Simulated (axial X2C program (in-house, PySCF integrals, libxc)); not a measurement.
**Nuclear properties of GeH**

Calculated with an in-house all-electron X2C program for linear molecules (integrals from PySCF): two-component X2C with atomic mean-field Coulomb and Gaunt terms, Gaussian nuclei, basis Ge dyall-cv3z, H dyall-v3z with contracted cores.

R = 1.598 Å (near the PBE0 minimum at charge 0 of the determinant lowest at the starting distance; the state shown can have its own minimum elsewhere).

Determinant lowest in the PBE0 search, Ω = 1/2 (⟨Sz⟩ = -0.50, ⟨Lz⟩ = 1.00 at PBE0), spin on the atoms Ge -0.52, H 0.02:

| level | Eeff magnitude (GV/cm) | Ws magnitude Ge (kHz) | A∥/gI Ge (MHz) | qzz Ge (a.u.) | A∥/gI H (MHz) | qzz H (a.u.) | μ (D) |
| --- | --- | --- | --- | --- | --- | --- | --- |
| PBE0 | 0.107 | 0.0846 | 1500 | -3.50 | 12.8 | 0.10 | -0.19 |
| HF | 0.251 | 0.203 | 1300 | -3.43 | 14.1 | 0.11 | -0.10 |
| TPSSh | 0.12 | 0.0975 | 1480 | -3.43 | 10.9 | 0.10 | -0.21 |
| BHandHLYP | 0.0511 | 0.0359 | 1380 | -3.44 | 10.5 | 0.10 | -0.23 |
| r2SCAN | 0.223 | 0.183 | 1690 | -3.56 | 13.2 | 0.10 | -0.18 |

Determinant 0.12 eV from it at PBE0 and this distance, Ω = 3/2 (⟨Sz⟩ = 0.50, ⟨Lz⟩ = 1.00 at PBE0), spin on the atoms Ge 0.52, H -0.02:

| level | Eeff magnitude (GV/cm) | Ws magnitude Ge (kHz) | A∥/gI Ge (MHz) | qzz Ge (a.u.) | A∥/gI H (MHz) | qzz H (a.u.) | μ (D) |
| --- | --- | --- | --- | --- | --- | --- | --- |
| PBE0 | 0.32 | 0.0874 | 230 | -3.64 | 0.0683 | 0.10 | -0.18 |
| HF | 1.14 | 0.317 | 230 | -3.56 | -0.323 | 0.11 | -0.09 |
| TPSSh | 0.307 | 0.0842 | 248 | -3.58 | 0.717 | 0.10 | -0.21 |
| BHandHLYP | 0.295 | 0.0801 | 271 | -3.59 | 0.798 | 0.10 | -0.23 |
| r2SCAN | 0.407 | 0.112 | 178 | -3.70 | 0.0373 | 0.10 | -0.17 |

Eeff is the effective electric field on the electron electric dipole moment in this Ω state and Ws the scalar–pseudoscalar constant of the nucleus named (defined with the proton number Z and per Ω); A∥ (defined per Ω) follows by multiplying with gI = μI/(I μN); qzz is the electric field gradient, eQq0 = 234.96 MHz × Q/barn × qzz; μ is positive if the H end (last atom) is positive. The operators were transformed with the bare-nucleus X2C matrices; with these basis sets, hyperfine constants and field gradients can be off by tens of per cent, and where levels differ in sign neither size nor sign is settled.

With gI(73Ge) = -0.1954, Q(73Ge) = -0.196 barn, gI(1H) = 5.5857 (g factors from the IAEA table of nuclear moments by Stone; Q from Pyykkö, Mol. Phys. 2018), turn the PBE0 values of the first state into constants in MHz.

A∥(73Ge) = 1500 × -0.1954 = -293 MHz; eQq0(73Ge) = 234.96 × (-0.196) × (-3.50) = 161 MHz; A∥(1H) = 12.8 × 5.5857 = 71.5 MHz.

Each state is one determinant with collinear spin. Unrestricted Hartree–Fock can overshoot spin polarisation at the nuclei. Where Eeff spreads by more than a factor of two the levels disagree and none is to be relied on. The search compared states at one distance, so a state with another bond length can lie lower. PBE0 term energies can be off by some tenths of an eV.
